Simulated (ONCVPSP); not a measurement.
# What one change does to a pseudopotential (Ge, ONCV)

* Element: Ge
* Generator: ONCVPSP 4.0.1
* Type: optimised norm-conserving Vanderbilt (ONCV)
* Functional: LDA (Perdew-Zunger)
* Relativity: scalar-relativistic
* Frozen core: [Ar] 3d10
* Valence charge: 4
* Reference configuration: 4s2 (charge +2)
* Partial waves: 4s: rc 1.60 bohr, ncon 3, nbas 6, qcut 4.1 1/bohr, 2 projectors, debl 1.4 Ha; p scattering state at 0.07 Ha: rc 1.65 bohr, ncon 3, nbas 7, qcut 5.9 1/bohr, 3 projectors, debl 3.8 Ha; d scattering state at 0.08 Ha: rc 1.55 bohr, ncon 4, nbas 8, qcut 5.5 1/bohr, local
* Local potential: the d channel
* Core correction: Teter function, fcfact 4.25, rcfact 1.75

In the p channel the program set the typed energies aside and used 0.050, 3.850, 7.650 Ha.

All-electron outer shells of the reference configuration (LDA (Perdew-Zunger), scalar-relativistic, ld1.x):

```csv
shell,level (eV),outermost node (bohr),outermost maximum (bohr)
3d,-49.54,–,0.50
4s,-29.63,0.77,1.66
```

Change: all radii but the core radius scaled by about 1.33 (s 2.12, p 2.18, d 2.06 bohr).

Cutoffs: the cutoffs (Ha) at which the residual kinetic energy of the hardest occupied pseudo-wave falls to 1 and 0.1 mHa per electron; they do not see the model core or the augmentation charge, which bear on the density cutoff. Errors are all-electron minus pseudo energies relative to the spin-unpolarised reference configuration.

Question: Predict the effect on cutoff, ghosts and configuration errors.

Answer: The potential gets softer (9.3 Ha and 30 Ha → 6.8 Ha and 9.7 Ha); the errors of the 4 common tests hardly move; neither file shows a bound ghost. A larger radius leaves more room for a smooth pseudo-wave, so fewer plane waves are needed.

| quantity | base | changed |
| --- | --- | --- |
| cutoff, loose | 9.3 Ha | 6.8 Ha |
| cutoff, tight | 30 Ha | 9.7 Ha |
| bound ghosts | none | none |
| GHOST(+) flags under 300 eV | none | none |
| error for 4s2 4p2, meV [ΔE -23.35 eV] | -329 | -335 |
| error for 4s2 4p1, meV [ΔE -15.72 eV] | -115 | -117 |
| error for 4s1, meV [ΔE 35.22 eV] | -217 | -243 |
| error for 4s1 4p3, meV [ΔE -15.31 eV] | -318 | -329 |
| rms error of d²Exc/dni dnj with the model core, mHa | 7.32 | 7.67 |
